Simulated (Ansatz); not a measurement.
`CB/C=C/O` → `[CH2]` (triplet) + `B/C=C/O`  (formal loss of a carbene)

Program: Ansatz. Geometries: PBE0-D4/def2-TZVP. ΔE: electronic, gas phase. CCSD(T)/CBS adds triple-zeta CCSD(T) − MP2 to the extrapolated MP2 energy (def2 sets, frozen cores). This one scheme is used for every species. Double bonds are as drawn, so ΔE can hold a change between cis and trans. Triplets are unrestricted, without spin–orbit coupling. One conformer a species, not always the lowest.

```
             level  ΔE (kcal/mol)
SCS-MP2/def2-TZVPP          112.0
    MP2/def2-QZVPP          114.1
      HF/CBS(def2)           75.7
    CCSD/CBS(def2)          109.7
```

Question: What does CCSD(T)/CBS give? (Best estimate.)

Answer: The calculation gave: +112.3 kcal/mol. The listed levels differ from it by -0.3, 1.8, -36.6, -2.6 kcal/mol.

Largest T1 diagnostic among the species: 0.013.

The D4 term adds +2.2 kcal/mol with B3LYP and +1.2 kcal/mol with PBE0; it sums over pairs of atoms, weighted by their polarisabilities, and B3LYP, whose exchange is more repulsive, gets the larger term. In def2-TZVPP, CCSD(T) changes the Hartree–Fock value by +33.8 kcal/mol (the triples alone add +2.7 kcal/mol) and MP2 by +36.8 kcal/mol. From PBE to PBE0 (25 % exact exchange), in def2-TZVPP and without D4, ΔE moves by −2.0 kcal/mol.

B3LYP here is the variant with VWN-RPA as its local correlation; programs differ in this.
